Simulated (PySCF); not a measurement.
C5H9FN2OSi.
Atom-mapped SMILES: `[CH3:1][Si:2]([CH3:3])([CH3:4])[c:5]1[n:6][n:7][c:8]([F:9])[o:10]1`

NICS is the negative of the GIAO shielding at a point without a nucleus: at the ring centre (0) and 1 Å above and below it (1); zz is the component along the ring normal. Level: GIAO PBE0/pcSseg-1 (PySCF, non-relativistic, gas phase) on the GFN2-xTB geometry, one conformer.

Ring bond lengths (Å), with Mayer bond orders in brackets: C5–N6 1.291 (1.68), N6–N7 1.353 (1.13), N7–C8 1.282 (1.70), C8–O10 1.337 (1.12), O10–C5 1.364 (0.98).

Task: Give the NICS values of each ring in ppm.

Result: 
```
           ring                                                       type  NICS(0)  NICS(1), two faces  NICS(1)zz, two faces  rms pucker (Å)  centre to ring atoms, mean (Å)
C5–N6–N7–C8–O10  5-membered ring with 2 N and O; formal bonds all aromatic     -9.3         -9.4 / -9.4         -23.4 / -23.4            0.00                            1.13
```

Task: What do they say, and how far can they be read as aromaticity?

Result: 
- C5–N6–N7–C8–O10: mean NICS(1)zz -23.4 ppm, shielded. The ring is flat and has no four-coordinate atom; by the NICS criterion it is aromatic.

Task: What does the geometric index give? HOMA = 1 − mean of α(R − Ropt)² over the ring bonds, with Krygowski's 1993 parameters (CN: Ropt 1.334 Å, α 93.52 Å⁻²; CO: Ropt 1.265 Å, α 157.38 Å⁻²; NN: Ropt 1.309 Å, α 130.33 Å⁻²).

Result: 
- C5–N6–N7–C8–O10: HOMA 0.40; the largest term is that of O10–C5, α(R − Ropt)² = 1.54.

Task: At the second NICS(1) probe listed for ring C5–N6–N7–C8–O10, 1 Å off the ring, how large is the induced field along the normal in 9.4 T applied along it?

Result: NICSzz × B0 = -23.4 ppm × 9.4 T = -220 μT, against the applied field.

The values belong to the conformer `[CH3:1][Si:2]([CH3:3])([CH3:4])[c:5]1[n:6][n:7][c:8]([F:9])[o:10]1`: C1–Si2–C5–N6 0°.
